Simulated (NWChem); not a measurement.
System: AlH$_{2}$O$_{2}$ cation; SMILES [Al+]([OH])[OH]

NWChem input:

```
start job
memory heap 200 mb stack 900 mb global 1100 mb
charge 1
geometry units angstroms noautosym noautoz
  Al    -0.001940     0.034366     0.004131
  O      1.179813     0.144333    -1.079068
  H      1.799112     0.650812    -1.616056
  O     -1.174063    -0.246232     1.066802
  H     -1.838448     0.046716     1.700168
end
basis spherical
  * library def2-svp
end
dft
  xc pbe0
  iterations 150
end
driver
  maxiter 120
end
task dft optimize
task dft freq
```

Excerpt of the output:

```
             Northwest Computational Chemistry Package (NWChem) 7.3.0
             --------------------------------------------------------

                             Geometry "geometry" -> ""
                             -------------------------

 Output coordinates in angstroms (scale by  1.889725989 to convert to a.u.)

  No.       Tag          Charge          X              Y              Z
 ---- ---------------- ---------- -------------- -------------- --------------
    1 Al                  13.0000    -0.00134142     0.02375006     0.00285077
    2 O                    8.0000     1.18041158     0.13371706    -1.08034823
    3 H                    1.0000     1.79971058     0.64019606    -1.61733623
    4 O                    8.0000    -1.17346442    -0.25684794     1.06552177
    5 H                    1.0000    -1.83784942     0.03610006     1.69888777

 Effective nuclear repulsion energy (a.u.)      95.5150390847

                           NWChem Geometry Optimization
                           ----------------------------

 maximum gradient threshold         (gmax) =   0.000450
 rms gradient threshold             (grms) =   0.000300
 maximum cartesian step threshold   (xmax) =   0.001800
 rms cartesian step threshold       (xrms) =   0.001200
 fixed trust radius                (trust) =   0.300000
 source of zmatrix                         =

          -------------------
          Energy Minimization
          -------------------

 Using diagonal initial Hessian

          --------
          Step   0

                                 NWChem DFT Module
                                 -----------------

 Summary of "ao basis" -> "ao basis" (spherical)
 ------------------------------------------------------------------------------
       Tag                 Description            Shells   Functions and Types
 ---------------- ------------------------------  ------  ---------------------
 Al                         def2-svp                 8       18   4s3p1d
 O                          def2-svp                 6       14   3s2p1d
 H                          def2-svp                 3        5   2s1p

            General Information
            -------------------
          SCF calculation type: DFT
          Wavefunction type:  closed shell.
          No. of atoms     :     5
          No. of electrons :    30
           Alpha electrons :    15
            Beta electrons :    15
          Charge           :     1
          Spin multiplicity:     1
          Use of symmetry is: off; symmetry adaption is: off
          Maximum number of iterations: 150
          AO basis - number of functions:    56
                     number of shells:    26
          Convergence on energy requested:  1.00D-06
          Convergence on density requested:  1.00D-05
          Convergence on gradient requested:  5.00D-04

              XC Information
              --------------
                         PBE0 Method XC Functional
                     Hartree-Fock (Exact) Exchange  0.250
          PerdewBurkeErnzerhof Exchange Functional  0.750
            Perdew 1991 LDA Correlation Functional  1.000 local
           PerdewBurkeErnz. Correlation Functional  1.000 non-local

             Grid Information
             ----------------
          Grid used for XC integration:  medium
          Radial quadrature: Mura-Knowles
          Angular quadrature: Lebedev.
          Tag              B.-S. Rad. Rad. Pts. Rad. Cut. Ang. Pts.
          ---              ---------- --------- --------- ---------
          Al                  1.25       88           8.0       590
          O                   0.60       49          11.0       434
          H                   0.35       45          12.0       434
          Grid pruning is: on
          Number of quadrature shells:   276
          Spatial weights used:  Erf1

      Superposition of Atomic Density Guess
      -------------------------------------

 Sum of atomic energies:        -392.17228297

 Renormalizing density from      31.00 to     30

      Non-variational initial energy
      ------------------------------

 Total energy =    -384.667896
 1-e energy   =    -708.987462
 2-e energy   =     228.804526
 HOMO         =      -0.907663
 LUMO         =      -0.465909

[...]

      ----------------------
      Optimization converged
      ----------------------

  Step       Energy      Delta E   Gmax     Grms     Xrms     Xmax
  ---- ---------------- -------- -------- -------- -------- --------
@   20    -393.40727429 -1.9D-07  0.00007  0.00003  0.00068  0.00178
                                     ok       ok       ok       ok

                         Geometry "geometry" -> "geometry"
                         ---------------------------------

 Output coordinates in angstroms (scale by  1.889725989 to convert to a.u.)

  No.       Tag          Charge          X              Y              Z
 ---- ---------------- ---------- -------------- -------------- --------------
    1 Al                  13.0000    -0.00654170     0.11506161     0.01383057
    2 O                    8.0000     1.16612325     0.31002907    -1.05465773
    3 H                    1.0000     1.86748719     0.42673131    -1.69417717
    4 O                    8.0000    -1.17901891    -0.07898535     1.08262943
    5 H                    1.0000    -1.88058292    -0.19592133     1.72195077

 Effective nuclear repulsion energy (a.u.)      95.8394525755

 ==============================================================================
                                internuclear distances
 ------------------------------------------------------------------------------
       center one      |      center two      | atomic units |  angstroms
 ------------------------------------------------------------------------------
    2 O                |   1 Al               |     3.02050  |     1.59838
    3 H                |   2 O                |     1.80715  |     0.95630
    4 O                |   1 Al               |     3.02042  |     1.59834
    5 H                |   4 O                |     1.80723  |     0.95635
 ------------------------------------------------------------------------------
                         number of included internuclear distances:          4
 ==============================================================================

[second-derivative integrals and response iterations left out]

  Vibrational analysis via the FX method

  See chapter 2 in "Molecular Vibrations" by Wilson, Decius and Cross

  Vib: Default input used

 ---------------------------- Atom information ----------------------------
     atom    #        X              Y              Z            mass
 --------------------------------------------------------------------------
    Al       1 -1.2362022D-02  2.1743492D-01  2.6135981D-02  2.6981540D+01
    O        2  2.2036534D+00  5.8586999D-01 -1.9930141D+00  1.5994910D+01
    H        3  3.5290391D+00  8.0640525D-01 -3.2015306D+00  1.0078250D+00
    O        4 -2.2280227D+00 -1.4926067D-01  2.0458730D+00  1.5994910D+01
    H        5 -3.5537864D+00 -3.7023762D-01  3.2540151D+00  1.0078250D+00
 --------------------------------------------------------------------------

[unprojected Hessian and modes left out]

[...]

 Rotational Constants
 --------------------
 A= ********** cm-1  (********** K)
 B=   0.177673 cm-1  (  0.255625 K)
 C=   0.177673 cm-1  (  0.255625 K)

 Temperature                      =   298.15K
 frequency scaling parameter      =   1.0000

 Zero-Point correction to Energy  =   16.790 kcal/mol  (  0.026756 au)
 Thermal correction to Energy     =   19.918 kcal/mol  (  0.031741 au)
 Thermal correction to Enthalpy   =   20.510 kcal/mol  (  0.032685 au)

 Total Entropy                    =   53.784 cal/mol-K
   - Translational                =   38.227 cal/mol-K (mol. weight =  60.9870)
   - Rotational                   =    8.281 cal/mol-K (symmetry #  =        1)
   - Vibrational                  =    7.276 cal/mol-K

 Cv (constant volume heat capacity) =   14.922 cal/mol-K
   - Translational                  =    2.979 cal/mol-K
   - Rotational                     =    2.979 cal/mol-K
   - Vibrational                    =    8.964 cal/mol-K

[normal modes left out]

 ----------------------------------------------------------------------------
 Normal Eigenvalue ||           Projected Infra Red Intensities
  Mode   [cm**-1]  || [atomic units] [(debye/angs)**2] [(KM/mol)] [arbitrary]
 ------ ---------- || -------------- ----------------- ---------- -----------
    1       -0.000 ||    0.016709           0.385        16.288       1.136
    2       -0.000 ||    0.120970           2.791       117.928       8.225
    3       -0.000 ||    0.012212           0.282        11.905       0.830
    4       -0.000 ||    0.004854           0.112         4.732       0.330
    5        0.000 ||    0.008618           0.199         8.401       0.586
    6        0.000 ||    0.017020           0.393        16.592       1.157
    7      221.904 ||    0.098729           2.278        96.246       6.712
    8      279.792 ||    0.000024           0.001         0.023       0.002
    9      316.090 ||    0.118533           2.735       115.552       8.059
   10      332.261 ||    0.266499           6.148       259.796      18.119
   11      379.471 ||    0.180102           4.155       175.572      12.245
   12      877.563 ||    0.000000           0.000         0.000       0.000
   13     1296.871 ||    0.187256           4.320       182.547      12.731
   14     4017.926 ||    1.173802          27.081      1144.280      79.804
   15     4028.292 ||    0.000952           0.022         0.928       0.065
 ----------------------------------------------------------------------------
```

Level: PBE0/def2-SVP. The printed entropy takes a lower symmetry number than the molecule has.
